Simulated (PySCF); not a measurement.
Isomers of C3H11PSi2. Computed with PySCF, PBE0-D3(BJ)/def2-SVP geometry optimisation, gas phase. One conformer each; no zero-point energy, no entropy. No frequencies were run at this level. Point groups hold within 0.08 Å.

Question: Order them by energy at this level, lowest first, and give relative energies in kcal/mol.
A. `[CH3:1][C@@H:2]1[SiH2:3][CH2:4][Si@@H:5]1[PH2:6]` with C4–Si5–P6–H 57° and -37°, C1–C2–Si3–C4 -144°, C2–Si3–C4–Si5 17°, Si3–C4–Si5–P6 95°, C1–C2–Si5–C4 144°
B. `[CH2:1]=[C:2]([CH3:3])[SiH2:4][PH:5][SiH3:6]` with C1–C2–Si4–P5 118°, C2–Si4–P5–Si6 -58°
C. `[CH3:1][C@@H:2]1[SiH2:3][CH2:4][Si@H:5]1[PH2:6]` with C4–Si5–P6–H -178° and -84°, C1–C2–Si3–C4 -144°, C2–Si3–C4–Si5 18°, Si3–C4–Si5–P6 -136°, C1–C2–Si5–C4 145°
D. `[CH3:1][Si@H:2]1[CH2:3][Si@@H:4]([PH2:5])[CH2:6]1` with C3–Si4–P5–H 180° and -85°, C1–Si2–C3–Si4 102°, Si2–C3–Si4–P5 -97°, C3–Si4–C6–Si2 -14°, C1–Si2–C6–Si4 -102°
E. `[CH3:1][SiH2:2]/[CH:3]=[CH:4]\[SiH2:5][PH2:6]` with C1–Si2–C3–C4 -106°, C3–C4–Si5–P6 61°, C4–Si5–P6–H 165° and 71°
F. `[CH3:1][SiH2:2]/[CH:3]=[CH:4]/[SiH2:5][PH2:6]` with C1–Si2–C3–C4 121°, C3–C4–Si5–P6 9°, C4–Si5–P6–H 177° and 83°

Answer: D (0.0), A (11.6), C (12.0), B (26.8), F (30.2), E (30.8).

As drawn, the lowest has a four-membered ring, which the highest lacks; the highest has a C=C bond outside aromatic rings, which the lowest lacks. Neighbours under 2.5 kcal/mol apart (C[C@@H]1[SiH2]C[Si@@H]1P and C[C@@H]1[SiH2]C[Si@H]1P; C[SiH2]/C=C/[SiH2]P and C[SiH2]/C=C\[SiH2]P) can change places with a better method, another conformer or zero-point energy. C[C@@H]1[SiH2]C[Si@@H]1P and C[C@@H]1[SiH2]C[Si@H]1P are stereoisomers, 0.4 kcal/mol apart in the conformers taken. C[SiH2]/C=C/[SiH2]P and C[SiH2]/C=C\[SiH2]P are stereoisomers, 0.6 kcal/mol apart in the conformers taken.

```tsv
SMILES	E (Eh)	E rel (kcal/mol)	dipole (D)	point group	A, B, C (MHz)
C[Si@H]1C[Si@@H](P)C1	-1040.42478	0.0	0.45	–	2662, 1278, 1107
C[C@@H]1[SiH2]C[Si@@H]1P	-1040.40632	11.6	1.14	C1	2342, 1432, 1115
C[C@@H]1[SiH2]C[Si@H]1P	-1040.40574	12.0	0.42	C1	2731, 1207, 922.0
C=C(C)[SiH2]P[SiH3]	-1040.38209	26.8	0.98	C1	2263, 1219, 1041
C[SiH2]/C=C/[SiH2]P	-1040.37668	30.2	1.10	C1	3426, 664.7, 589.1
C[SiH2]/C=C\[SiH2]P	-1040.37563	30.8	1.01	C1	2266, 1144, 863.5
```

Question: How do the relative energies change in single points at B3LYP/pcSseg-1 (no added dispersion term) on the same geometries?

Answer: 
| SMILES | PBE0-D3(BJ)/def2-SVP (kcal/mol) | B3LYP/pcSseg-1 (kcal/mol) | shift |
| --- | --- | --- | --- |
| C[Si@H]1C[Si@@H](P)C1 | 0.0 | 0.0 | 0.0 |
| C[C@@H]1[SiH2]C[Si@@H]1P | 11.6 | 12.4 | +0.8 |
| C[C@@H]1[SiH2]C[Si@H]1P | 12.0 | 11.7 | -0.3 |
| C=C(C)[SiH2]P[SiH3] | 26.8 | 21.5 | -5.3 |
| C[SiH2]/C=C/[SiH2]P | 30.2 | 19.8 | -10.4 |
| C[SiH2]/C=C\[SiH2]P | 30.8 | 22.5 | -8.3 |

Each column counts from its own lowest isomer. The lowest isomer stays, but the order above it changes; the largest shift is 10.4 kcal/mol.
